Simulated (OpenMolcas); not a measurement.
## C, Si, Ge, Sn, Pb: ns² np² down the group

* Program: OpenMolcas
* Method: CASSCF
* Basis: ANO-R3
* Scalar Hamiltonian: X2C, finite nucleus
* Spin-orbit coupling: RASSI with atomic mean-field integrals over the reference wave functions, term energies averaged over their components

Active space for each ion: 4 electrons in 4 orbitals (s p).

Computed levels in cm-1 above ³P₀:

```csv
Level,C,Si,Ge,Sn,Pb
³P₁,14.9,66.0,485,1451,6524
³P₂,44.4,193,1258,3155,10128
¹D₂,12727,8880,9469,10448,20085
¹S₀,21114,15662,16910,17472,28364
weight of ³P in the lowest level (%),100,100,100,97,88
```

Mixed levels, with the weight of the term that names them: Pb ³P₂ (71 %), Pb ¹D₂ (71 %).

Measured, with the error of the calculation in %. Measured levels: C, Si, Ge, Sn, Pb from NIST Handbook of Basic Atomic Spectroscopic Data.

```
Level              C            Si            Ge            Sn            Pb
  ³P₁    16.4 (-9.5)  77.1 (-14.4)   557 (-12.9)  1692 (-14.2)  7819 (-16.6)
  ³P₂    43.4 (+2.2)   223 (-13.6)  1410 (-10.8)   3428 (-8.0)  10650 (-4.9)
  ¹D₂  10193 (+24.9)  6299 (+41.0)  7125 (+32.9)  8613 (+21.3)  21458 (-6.4)
  ¹S₀   21648 (-2.5)  15394 (+1.7)  16367 (+3.3)  17162 (+1.8)  29467 (-3.7)
```

The fine-structure level ³P₂ changes by a factor of 228 from C to Pb.

Without spin-orbit coupling ¹D lies 12698, 8749, 8539, 7740, 7502 cm-1 above ³P in that order; the difference to the level ¹D₂, of either sign, comes from spin-orbit coupling, which also lowers the zero.

Without dynamic correlation excited terms often stand tens of per cent too high (terms of higher spin than the ground term too low), and those without a measured partner can miss by more than the paired ones (holds for C; Si; Ge). Some high roots are left out of the spin-orbit mixing, which shifts the levels that they would mix with (holds for Pb). Computed and measured levels are paired by configuration, term and J; levels that our copy of the source lacks, or whose pairing is in doubt (as where it misses far off the trend of its configuration), stay unpaired and out of the deviations. Where the source uses jj or jK labels, the order within each J decides. Only configurations of the active space appear.
